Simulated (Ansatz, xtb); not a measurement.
# Ligand exchange: NaI + H2S → NaSH + HI

Species: NaI (Sodium Iodide), singlet; H2S `S`, singlet; NaSH `[Na][SH]`, singlet; HI (hydrogen iodide), singlet. The partners trade I for SH: Na–I and H–SH bonds give way to Na–SH and H–I.

Shapes, held fixed at every level: PBE0-D4/def2-TZVP. Programs: Ansatz 0.2.0, xtb 6.7.1. The zero-point and thermal change to 298 K, harmonic and unscaled (PBE0-D4/def2-TZVP), is -6.5 kJ/mol.

Task: Estimate ΔH(298 K) of this reaction.

Result: The highest level, CCSD(T)/def2-TZVPP, gives ΔH(298 K) = +102.7 kJ/mol; the levels span +85.5 to +132.0. The column of differences is taken from that level and isn't an error. No measured value is set beside it here. For atoms past krypton def2 sets carry core potentials with scalar relativity. Correlated rows may include outer-core shells of I, Na, which these sets cover unevenly. Times are processor times on shared x86 and Arm servers, and rough.

```csv
level,kind,ΔH(298 K) (kJ/mol),less CCSD(T)/def2-TZVPP,CPU time (sum over the molecules)
GFN2-xTB,semi-empirical,+85.5,-17.2,0.19 s
HF/def2-SVP,Hartree–Fock,+132.0,+29.3,–
r2SCAN-D4/def2-TZVPP,meta-GGA,+105.8,+3.1,7.6 s
BHLYP-D4/def2-TZVPP,global hybrid,+113.0,+10.3,2.6 min
r2SCAN0-D4/def2-TZVPP,global hybrid,+111.7,+9.0,7.4 s
wB97X-V/def2-TZVPP,range-separated hybrid,+108.2,+5.5,11 s
B2PLYP/def2-TZVPP,double hybrid,+104.9,+2.2,28 s
CCSD/def2-TZVPP,coupled cluster or CI,+105.7,+3.0,–
CCSD(T)/def2-TZVPP,coupled cluster or CI,+102.7,0.0,9.7 s
```
